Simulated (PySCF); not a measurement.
**Dipole response of O²⁺ (oxygen, charge +2)**

[He] 2s2 2p2, high-spin 3P determinant. Computed with PySCF 2.14 in aug-cc-pwCVTZ (7s6p4d2f, 59 functions), with the non-relativistic Hamiltonian (point nucleus). Coupled (time-dependent) response in atomic units; α is the mean over directions.

```json
{"method": "UHF", "mean α (bohr³)": "1.801", "α xx, yy, zz": "1.918, 1.742, 1.742", "C₆ (like pair)": "2.357", "S(−4)": "3.646"}
{"method": "PBE", "mean α (bohr³)": "1.748", "α xx, yy, zz": "1.866, 1.690, 1.690", "C₆ (like pair)": "2.345", "S(−4)": "2.808"}
{"method": "PBE0", "mean α (bohr³)": "1.746", "α xx, yy, zz": "1.865, 1.686, 1.686", "C₆ (like pair)": "2.328", "S(−4)": "2.885"}
{"method": "PBEsol", "mean α (bohr³)": "1.746", "α xx, yy, zz": "1.865, 1.687, 1.687", "C₆ (like pair)": "2.349", "S(−4)": "2.758"}
{"method": "TPSSh", "mean α (bohr³)": "1.766", "α xx, yy, zz": "1.884, 1.707, 1.707", "C₆ (like pair)": "2.384", "S(−4)": "2.906"}
```

S(−4) is the Cauchy moment in α(ω) = α(0) + S(−4) ω² + …

α(iu) at PBE:

| u (hartree) | α(iu) (bohr³) |
| --- | --- |
| 0 | 1.748 |
| 0.0500 | 1.741 |
| 0.100 | 1.721 |
| 0.200 | 1.647 |
| 0.300 | 1.544 |
| 0.500 | 1.314 |
| 0.750 | 1.062 |
| 1.00 | 0.8678 |
| 1.50 | 0.6060 |
| 2.00 | 0.4438 |
| 3.00 | 0.2642 |
| 5.00 | 0.1226 |

A single London oscillator, α(iu) = α/(1 + u²/ω²), gives C₆ = (3/4) ω α². Matching the computed C₆ needs ω = 4 × 2.345 / (3 × 1.748²) = 1.02 hartree.

For an ion, C₆ is the dispersion term alone; charge-induced terms of lower order in 1/R come first.

The components differ because the open shell of this determinant is not spherical; for a pure term their mean is the scalar polarisability.
